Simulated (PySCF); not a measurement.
# `C1CC1OC1C[SiH2]C1`: 4 charge schemes on one density

Compound: C6H12OSi.
Numbering: `[CH2:1]1[CH2:2][CH:3]1[O:4][CH:5]1[CH2:6][SiH2:7][CH2:8]1` (hydrogens: H9, H10 on C1; H11, H12 on C2; H13 on C3; H14 on C5; H15, H16 on C6; H17, H18 on Si7; H19, H20 on C8)

Geometry (GFN2-xTB, Å), atoms numbered from 1 in this order:
```
atom  x, y, z in Å
C1     2.8994    0.4091   -0.6353
C2     2.3373   -0.0989    0.6619
C3     1.6200   -0.3610   -0.6337
O4     0.4541    0.3247   -0.9532
C5    -0.7339   -0.3290   -0.5635
C6    -1.9618    0.3302   -1.2140
Si7   -2.9177    0.2390    0.4361
C8    -1.1226   -0.1855    0.9275
H9     3.7798   -0.0618   -1.0443
H10    2.8306    1.4678   -0.8273
H11    2.8285   -0.9239    1.1548
H12    1.9130    0.6288    1.3351
H13    1.6342   -1.3832   -1.0143
H14   -0.6684   -1.3931   -0.8360
H15   -1.7059    1.3445   -1.5120
H16   -2.3320   -0.1903   -2.0929
H17   -3.8580   -0.8775    0.5440
H18   -3.4932    1.4790    0.9526
H19   -0.9128   -1.0652    1.5309
H20   -0.5956    0.6568    1.3709
```

Density: PBE0/pcSseg-1 (PySCF); schemes: Mulliken, IAO, Hirshfeld and ESP-fitted. One conformer (not necessarily the lowest) at the GFN2-xTB geometry, without solvent, vibrations or thermal averaging.

Question: Give the atomic charges in each scheme.

Answer: In e; atoms taken as equivalent share a row and are averaged (×n: the atom named and its like, n in all):

| atom | environment | Mulliken | IAO | Hirshfeld | ESP-fitted |
| --- | --- | --- | --- | --- | --- |
| C1/C2 | three-membered-ring carbon | -0.220 | -0.310 | -0.099 | -0.314 |
| C3 | sp3 carbon bound to oxygen | +0.040 | +0.065 | +0.027 | +0.127 |
| O4 | ether oxygen | -0.477 | -0.381 | -0.130 | -0.453 |
| C5 | sp3 carbon bound to oxygen | +0.029 | +0.106 | +0.046 | +0.630 |
| C6/C8 | sp3 carbon bound to silicon | -0.454 | -0.557 | -0.174 | -0.563 |
| Si7 | SiH2 silicon | +0.620 | +0.730 | +0.347 | +0.569 |
| H9/H11 | methylene hydrogen | +0.127 | +0.149 | +0.047 | +0.132 |
| H10/H12 | methylene hydrogen | +0.136 | +0.156 | +0.048 | +0.155 |
| H13 | methine hydrogen | +0.103 | +0.123 | +0.040 | +0.083 |
| H14 | methine hydrogen | +0.098 | +0.113 | +0.033 | -0.038 |
| H15/H20 | methylene hydrogen | +0.150 | +0.158 | +0.039 | +0.164 |
| H16/H19 | methylene hydrogen | +0.139 | +0.146 | +0.034 | +0.099 |
| H17 | Si–H hydrogen | -0.084 | -0.121 | -0.078 | -0.130 |
| H18 | Si–H hydrogen | -0.083 | -0.117 | -0.075 | -0.133 |

Mean size of the charges over all atoms: ESP-fitted 0.251 e, IAO 0.235 e, Mulliken 0.199 e, Hirshfeld 0.083 e. Each set sums to the total charge, 0, to within 0.001 e. The Hirshfeld scheme divides the density at each point in proportion to the densities of the neutral, spherically averaged free atoms. The ESP scheme fits charges at the nuclei, held to the total charge, to the electrostatic potential on points at 1.4 to 2.0 times the van der Waals radii.

Some averages cover members that differ in this geometry: C1/C2, ESP-fitted -0.376 to -0.253; H10/H12, ESP-fitted +0.128 to +0.183; H9/H11, ESP-fitted +0.113 to +0.151; C6/C8, Mulliken -0.468 to -0.440 e.

Lowest charge. The schemes don't all agree: Mulliken O4 (-0.477); IAO C6/C8 (-0.557); Hirshfeld C6/C8 (-0.174); ESP-fitted C6/C8 (-0.563).

Highest charge. The schemes don't all agree: Mulliken Si7 (+0.620); IAO Si7 (+0.730); Hirshfeld Si7 (+0.347); ESP-fitted C5 (+0.630).

Question: How closely do the schemes follow one another over all atoms?

Answer: Correlation coefficient and root-mean-square difference: Mulliken with IAO 0.99, 0.060 e; IAO with Hirshfeld 0.97, 0.189 e; Mulliken with Hirshfeld 0.96, 0.152 e; IAO with ESP-fitted 0.91, 0.133 e; Mulliken with ESP-fitted 0.88, 0.151 e; Hirshfeld with ESP-fitted 0.88, 0.224 e.

Question: How many electrons does the IAO scheme count on C6?

Answer: Its own charge is -0.550 e, so Z − q = 6.550.

Question: Sum the charges by element, for elements with more than one atom.

Answer: 
| element | atoms | Mulliken | IAO | Hirshfeld | ESP-fitted |
| --- | --- | --- | --- | --- | --- |
| C | 6 | -1.278 | -1.564 | -0.473 | -0.999 |
| H | 12 | +1.135 | +1.215 | +0.256 | +0.883 |
